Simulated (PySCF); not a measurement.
C2H6BeS. Atoms are numbered in the order given.

```xyz
10

Be    -0.6555     0.4248     0.6679
C     -1.8017     1.5369     1.1721
H     -2.1359     1.3355     2.2070
H     -2.7124     1.5261     0.5462
H     -1.4228     2.5749     1.1663
S      0.6531    -0.8609     0.1194
C      0.9986    -0.3166    -1.6082
H      0.1007    -0.3752    -2.2386
H      1.7512    -1.0088    -2.0091
H      1.4112     0.7012    -1.6373
```

The structure is a stationary point at r2SCAN-D4/def2-SVP. The values are those of a single conformer.

The numbers are results of PBE/def2-TZVPD in PySCF, not measurements.

ESP charges are fitted to the potential on shells at 1.4 to 2.0 van der Waals radii. Atomic charges (e):

```json
[
 {"atom": "Be1", "IAO": "1.37", "ESP fit": "[?]"},
 {"atom": "C2", "IAO": "-1.13", "ESP fit": "-0.71"},
 {"atom": "H3", "IAO": "0.15", "ESP fit": "0.15"},
 {"atom": "H4", "IAO": "0.15", "ESP fit": "0.14"},
 {"atom": "H5", "IAO": "0.15", "ESP fit": "0.14"},
 {"atom": "S6", "IAO": "-0.68", "ESP fit": "[?]"},
 {"atom": "C7", "IAO": "-0.51", "ESP fit": "[?]"},
 {"atom": "H8", "IAO": "0.16", "ESP fit": "0.13"},
 {"atom": "H9", "IAO": "0.17", "ESP fit": "0.18"},
 {"atom": "H10", "IAO": "0.16", "ESP fit": "0.13"}
]
```

### Question
Complete the blanks. (An estimate is asked for; the answer gives what the named calculation found.)

### Answer

- Be1, ESP fit: 0.54
- S6, ESP fit: -0.36
- C7, ESP fit: -0.34
